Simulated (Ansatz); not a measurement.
Ansatz results at the PBE0-D4/def2-TZVP geometry: zero-point energy (PBE0-D4/def2-TZVP) 191.7 kJ/mol; LUMO energy (PBE/def2-TZVPP) -0.87 eV; LUMO energy (ωB97M-V/def2-TZVPP) 1.62 eV.

Each molecule was computed in one conformer, which needn't be the lowest.

(1) Which molecule gave them?
A. `BrB1CC1`
B. `C=C1OCC1=O`
C. `C[SiH](F)[SiH2]O`
D. `OC(F)([SiH3])[SiH3]`

Answers

(1) D. The others give `C=C1OCC1=O`: 190.6, -2.94, 0.23; `C[SiH](F)[SiH2]O`: 209.7, -1.55, 1.02; `BrB1CC1`: 148.2, -2.27, 0.75.
